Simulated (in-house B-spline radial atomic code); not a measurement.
BLYP excitations of Mo VII (Mo6+)

Method: BLYP. Computed with an all-electron radial atomic-structure program (B-spline basis): linear response of the closed shell [Ar] 3d10 4s2 4p6 with the functional's adiabatic kernel; scalar-relativistic (spin-free one-electron X2C), finite nucleus, no spin-orbit coupling, no double excitations, S, P, D and F terms only; shells from n = 2 respond. Only terms of natural parity with L up to 3 were computed.

Command:
```bash
python run_td.py task.json out
```
Settings (radii: box in bohr, nucleus in fm):
```
Z                        42
electrons                36
configuration            [Ar] 3d10 4s2 4p6
hamiltonian              x2c
method                   b88,lyp
box_radius               14.35
rms_radius               4.4091
intervals                70
```

Run time, properties included: 0.9 s on 1 thread of AMD EPYC 9R14 (Zen 4), on a shared host.

The lowest states, in the order of their Tamm-Dancoff energies; the method's threshold (minus the highest occupied level) is 116.91 eV. Labels give the largest channel, * marks a mixed state, and oscillator strengths are full-response dipole values. Semilocal kernels can invert the small singlet-triplet splittings of Rydberg terms. Energies in eV:

| state | full response | Tamm-Dancoff | oscillator strength |
| --- | --- | --- | --- |
| 4p → 4d 3P | 38.26 | 38.35 | - |
| 4p → 4d 3F | 38.64 | 38.76 | - |
| 4p → 4d 1F | 41.50 | 41.53 | - |
| 4p → 4d 1P | 51.18 | 53.00 | 5.42 |
| 4p → 5s 3P | 57.15 | 57.16 | - |
| 4p → 5s 1P | 57.99 | 58.01 | 0.648 |
| 4p → 5p 3S | 65.33 | 65.35 | - |
| 4p → 5p 3D | 65.74 | 65.75 | - |
| 4p → 5p 1D | ? | ? | - |
| 4s → 4d 3D | 66.71 | 66.76 | - |
| 4p → 5p 1S | 69.37 | 69.58 | - |
| 4s → 4d 1D | 69.75 | 69.82 | - |
| 4p → 4f 3D | 74.65 | 74.67 | - |
| 4p → 4f 1D | 78.18 | 78.31 | - |
| 4p → 5d 3P | 78.99 | 79.00 | - |
| 4p → 5d 3F | 79.00 | 79.02 | - |
| 4p → 5d 1F | 79.50 | 79.50 | - |
| 4p → 5d 1P | 80.85 | 81.12 | 0.0658 |
| 4s → 5s 3S | 84.69 | 84.70 | - |
| 4p → 6s 3P | ? | ? | - |
| 4p → 6s 1P | 85.21 | 85.21 | 0.117 |
| 4s → 5s 1S | 85.95 | 86.00 | - |

**Question.** Where does 4p → 6s 3P lie?

**Answer.** At 84.96 eV in full response, 84.97 eV in Tamm-Dancoff.

**Question.** Where does 4p → 5p 1D lie?

**Answer.** At 66.38 eV in full response, 66.39 eV in Tamm-Dancoff.

**Question.** How large is the singlet-triplet splitting of 4p → 4d (F terms) in Tamm-Dancoff?

**Answer.** 2.77 eV, from the unrounded values.

**Question.** What polarisabilities and dispersion coefficient does the method give?

**Answer.** Dipole 1.793 bohr³, quadrupole 2.59 bohr⁵, C6 4.986 hartree·bohr⁶ for two such species.
